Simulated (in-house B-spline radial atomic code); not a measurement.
Checks on a self-consistent run for Gd III (Gd2+), [Xe] (4f5/2)6 (4f7/2)1 (5d3/2)1. Method: Dirac-Hartree-Fock, average of the jj configuration, Fermi nucleus of rms radius 5.1569 fm. Calculated with a radial B-spline atomic code at the basis-set limit.

```tsv
orbital	q	ε (Eh)	<1/r>	<r²>	small-component weight
1s1/2	2	-1857.89851	71.6446	0.000654732	0.056853
2s1/2	2	-311.51208	17.1132	0.0102007	0.012586
2p1/2	2	-295.08109	17.0488	0.00743522	0.012589
2p3/2	4	-269.43643	15.0784	0.00866307	0.01168
3s1/2	2	-71.30685	6.25458	0.0676901	0.0040069
3p1/2	2	-64.21733	6.15455	0.0633104	0.0039311
3p3/2	4	-58.79374	5.66351	0.0701411	0.0036875
3d3/2	4	-46.73989	5.51869	0.0563321	0.0035381
3d5/2	6	-45.47550	5.40389	0.057972	0.0034757
4s1/2	2	-15.62295	2.58745	0.345065	0.0012432
4p1/2	2	-12.88044	2.47876	0.364747	0.0011672
4p3/2	4	-11.52640	2.32018	0.400421	0.0010865
4d3/2	4	-7.04287	2.09808	0.463514	0.00092021
4d5/2	6	-6.48772	2.05211	0.477818	0.00089022
4f5/2	6	-1.26712	1.55754	0.87056	0.00054849
4f7/2	1	-1.13756	1.52824	0.919666	0.00053185
5s1/2	2	-2.72859	0.97174	2.0688	0.00024809
5p1/2	2	-1.89519	0.869601	2.56502	0.00020459
5p3/2	4	-1.66455	0.809638	2.88132	0.00018027
5d3/2	1	-0.72406	0.54908	6.33031	8.5733e-05
```

Electron-electron repulsion V_ee = 4105.4775 hartree.

Task: What total energy follows from the eigenvalues?

Result: The eigenvalues count the repulsion twice, so E = Σqε - V_ee = -7168.345 - 4105.478 = -11273.823 hartree; the run printed -11273.823.

Task: Does the Dirac virial theorem hold?

Result: For a point nucleus E = -2c²Σq·w, with w the small-component weight. Here Σq·w = 0.30013 and c = 137.0360, so the ratio E/(-2c²Σq·w) is 1.000135; the finite nucleus accounts for the departure from 1.

Task: What diamagnetic shielding (Lamb formula) and susceptibility (Langevin formula) do the radii give?

Result: σ = (α²/3)Σq<1/r> = 432.359/(3·137.036²) = 7674.6 ppm, and χ = -0.79199×10⁻⁶·Σq<r²> = -33.42×10⁻⁶ cm³/mol with Σq<r²> = 42.195 bohr². Both are non-relativistic formulas without the paramagnetism of open shells; for so heavy an element the full relativistic shielding is larger by tens of per cent.
